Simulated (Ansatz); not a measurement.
Reaction (isomerisation): `C[Si](N)(O)O[SiH3]` → `CO[Si](N)(O)[SiH3]`

Calculated with Ansatz (gas phase, PBE0-D4/def2-TZVP geometries, no zero-point term in ΔE). CBS: MP2 limit from def2 TZ/QZ plus the TZ coupled-cluster correction, frozen cores. Functionals use def2-TZVPP. B3LYP here is the variant with VWN-RPA as its local correlation; programs differ in this. Each species was taken in one conformer, which may not be the lowest.

```json
{"level": "r2SCAN-D4", "ΔE (kcal/mol)": "51.1", "difference from CCSD(T)/CBS": "-1.8"}
{"level": "PBE0-D4", "ΔE (kcal/mol)": "48.1", "difference from CCSD(T)/CBS": "-4.8"}
{"level": "ωB97M-V", "ΔE (kcal/mol)": "52.9", "difference from CCSD(T)/CBS": "0.0"}
{"level": "PBE", "ΔE (kcal/mol)": "45.1", "difference from CCSD(T)/CBS": "-7.8"}
{"level": "PBE0", "ΔE (kcal/mol)": "48.1", "difference from CCSD(T)/CBS": "-4.8"}
{"level": "B3LYP", "ΔE (kcal/mol)": "50.5", "difference from CCSD(T)/CBS": "-2.4"}
{"level": "SCS-MP2/def2-TZVPP", "ΔE (kcal/mol)": "54.6", "difference from CCSD(T)/CBS": "1.7"}
{"level": "CCSD(T)/def2-TZVPP", "ΔE (kcal/mol)": "52.3", "difference from CCSD(T)/CBS": "-0.6"}
{"level": "MP2/CBS(def2)", "ΔE (kcal/mol)": "56.0", "difference from CCSD(T)/CBS": "3.1"}
{"level": "CCSD/CBS(def2)", "ΔE (kcal/mol)": "53.7", "difference from CCSD(T)/CBS": "0.8"}
{"level": "CCSD(T)/CBS", "ΔE (kcal/mol)": "52.9", "difference from CCSD(T)/CBS": "0"}
```

Largest T1 diagnostic among the species: 0.012.

From PBE to PBE0 (25 % exact exchange), in def2-TZVPP and without D4, ΔE moves by +3.1 kcal/mol. In def2-TZVPP, CCSD(T) changes the Hartree–Fock value by −3.8 kcal/mol (the triples alone add −0.8 kcal/mol) and MP2 by −0.7 kcal/mol.
